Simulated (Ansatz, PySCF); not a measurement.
H₈NSi₂, SMILES [SiH3][NH2+][SiH3], charge +1. Atoms are numbered in the order given.

```xyz
11

Si     1.6125     0.0005    -0.1962
N      0.0000     0.0000     0.7910
Si    -1.6125    -0.0005    -0.1962
H      2.6725     0.0129     0.8371
H      1.5247    -1.2506    -0.9830
H      1.5131     1.2394    -1.0008
H     -0.0005     0.8136     1.4216
H      0.0005    -0.8136     1.4216
H     -1.5131    -1.2394    -1.0008
H     -1.5247     1.2506    -0.9830
H     -2.6725    -0.0129     0.8371
```
Charge +1, spin multiplicity 1.

Geometry: PBE0-D3(BJ)/def2-SVP. The isomer is the one that the SMILES or the coordinates give; other isomers of the formula were not compared.

Two levels are set side by side: PBE-D3(BJ)/def2-SVP (Ansatz, a quantum-chemistry and plane-wave program) and PBE0-D3(BJ)/def2-SVP (Ansatz). Each level has its own optimised geometry; the coordinates shown are those of the second. Frequencies come from the Hessian of PySCF at each geometry. Differences are taken from unrounded values.

```tsv
quantity	PBE0-D3(BJ)	PBE-D3(BJ)	PBE-D3(BJ) minus PBE0-D3(BJ)
mean bond length (Å)	1.472	1.484	0.011
bond Si1–N2 (Å)	1.891	1.908	0.017
bond N2–Si3 (Å)	1.891	1.908	0.017
bond Si1–H4 (Å)	1.480	1.491	0.011
bond Si1–H5 (Å)	1.481	1.491	0.010
bond Si1–H6 (Å)	1.481	1.491	0.010
bond N2–H7 (Å)	1.029	1.038	0.009
bond N2–H8 (Å)	1.029	1.038	0.009
bond Si3–H9 (Å)	1.481	1.491	0.010
bond Si3–H10 (Å)	1.481	1.491	0.010
bond Si3–H11 (Å)	1.480	1.491	0.011
highest harmonic wavenumber (cm⁻¹)	3506	3393	-113
mean harmonic wavenumber (cm⁻¹)	1297	1255	-42
zero-point energy (kcal/mol)	50.07	48.44	-1.63
```

Exact exchange shortens and stiffens bonds; PBE has none. Differences between two approximate levels are no errors against the true value.
